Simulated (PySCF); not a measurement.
An unknown gives this computed stick spectrum. Method used: PySCF, TDDFT CAM-B3LYP/def2-SVPD, vertical, gas phase, core orbitals frozen in the response. Geometries: GFN2-xTB, one conformer each.

```
state  E (eV)       f    main configurations (H = HOMO, L = LUMO)
   S1    5.68  0.0058                      H→L+1 (32%), H→L (32%)
   S2    6.50  0.0004     H-2→L+1 (11%), H→L+2 (10%), H→L+6 (10%)
   S3    6.72  0.0007     H-2→L+1 (17%), H-2→L (16%), H→L+2 (10%)
   S4    6.81  0.0039  H-2→L+2 (16%), H-3→L+1 (12%), H-2→L+5 (9%)
   S5    7.10   0.022                  H-1→L+1 (60%), H→L+1 (15%)
   S6    7.20   0.079                  H-1→L (68%), H-1→L+2 (12%)
   S7    7.40   0.040       H→L (28%), H→L+1 (24%), H-1→L+1 (19%)
   S8    7.91   0.032     H-1→L+2 (50%), H→L+2 (13%), H-1→L (12%)
```

Problem. Which candidate is it? All have the formula C6H6FNO.
A. `C#C[C@@H]1C(=O)NC[C@@H]1F`
B. `C=C(CF)c1cocn1`
C. `C#C/C(=C\F)C(=O)NC`

Solution. A. Its S1, at 5.68 eV, is the highest among the candidates; the nearest of the others has S1 at 5.32 eV. S1 is HOMO→LUMO+1 (32%), HOMO→LUMO (32%). Löwdin shares by element: HOMO oxygen 41%, carbon 37% or more (atoms not listed hold the other 22%); LUMO carbon 30% or more, hydrogen 10% or more (atoms not listed hold the other 60%). At the same level the other candidates give, for their lowest levels:
- `C#C/C(=C\F)C(=O)NC`: 4.96 eV (f 0.000); 5.51 eV (f 0.099); 5.90 eV (f 0.239); 5.92 eV (f 0.000); 6.10 eV (f 0.000); T1 3.34 eV; HOMO -8.74, LUMO -0.49 eV
- `C=C(CF)c1cocn1`: 5.32 eV (f 0.128); 6.19 eV (f 0.217); 6.46 eV (f 0.000); 6.50 eV (f 0.001); 6.98 eV (f 0.298); T1 3.24 eV; HOMO -8.07, LUMO -0.01 eV
Triplets come from the Tamm–Dancoff approximation.
